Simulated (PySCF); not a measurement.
Magnetic shielding above rings: a mixed set.

NICS = −σ at a ghost point: NICS(0) at the centroid of the ring atoms, NICS(1) 1 Å to either side along the normal of their mean plane, zz for the tensor component along that normal. Level: GIAO PBE0/pcSseg-1 (PySCF, non-relativistic, gas phase) on the GFN2-xTB geometries, one conformer each. Atom numbers follow the mapped SMILES.

Problem. Order these rings by mean NICS(1)zz, lowest (most negative) first (ppm).
A. ring C3–C4–N5–N6–C7–C8 in `[CH:1]#[C:2][c:3]1[cH:4][n:5][n:6][cH:7][c:8]1[CH:9]=[CH2:10]`
B. ring C1–C2–C3–C4–C9–C10 in `[cH:1]1[cH:2][cH:3][c:4]2[cH:5][n:6][n:7][cH:8][c:9]2[cH:10]1`
C. ring C4–C5–O6–C7–C9 in `[O:1]=[C:2]([OH:3])[c:4]1[cH:5][o:6][c:7]([SiH3:8])[cH:9]1`
D. ring Si3–C4–C5–C9 in `[CH3:1][O:2][Si@@H:3]1[CH2:4][C:5]([C:6](=[O:7])[OH:8])=[C:9]1[F:10]`
E. ring Si3–Si6–C7–Si8 in `[N:1]#[C:2][Si:3]1([S:4][SiH3:5])[SiH2:6][CH2:7][SiH2:8]1`
F. ring C4–C5–C9 in `[CH3:1][C:2](=[O:3])[C:4]1=[C:5]([O:6][SiH2:7][OH:8])[C@H:9]1[F:10]`

Solution. B (-30.7), C (-25.1), A (-24.0), F (-11.8), D (0.3), E (5.7).

| SMILES | ring | NICS(0) | NICS(1) | NICS(1)zz | HOMA | rms pucker (Å) | ring atoms with four or more neighbours |
| --- | --- | --- | --- | --- | --- | --- | --- |
| c1ccc2cnncc2c1 | 6-membered carbocycle; formal bonds all aromatic | -9.6 | -12.4 | -30.7 | 0.89 | 0.00 | 0 |
| O=C(O)c1coc([SiH3])c1 | 5-membered ring with O; formal bonds all aromatic | -11.1 | -10.3 | -25.1 | 0.49 | 0.00 | 0 |
| C#Cc1cnncc1C=C | 6-membered ring with 2 N; formal bonds all aromatic | -4.7 | -10.3 | -24.0 | 0.95 | 0.01 | 0 |
| CC(=O)C1=C(O[SiH2]O)[C@H]1F | 3-membered carbocycle; formal bonds 1 double, 2 single | -27.0 | -7.8 | -11.8 | – | 0.00 | 1 |
| CO[Si@@H]1CC(C(=O)O)=C1F | 4-membered ring with Si; formal bonds 1 double, 3 single | -7.3 | -3.5 | 0.3 | – | 0.01 | 2 |
| N#C[Si]1(S[SiH3])[SiH2]C[SiH2]1 | 4-membered ring with 3 Si; formal bonds all single | 1.7 | -0.7 | 5.7 | – | 0.04 | 4 |

NICS(0) gives another order. The isotropic NICS(1) ties some rings at the printed digit and otherwise keeps the order. HOMA uses Krygowski's 1993 parameters; it is left out where a ring has a four-coordinate atom, a triple bond, no multiple bond or a kind of bond without parameters. NICS(1) and NICS(1)zz are means over the two faces.
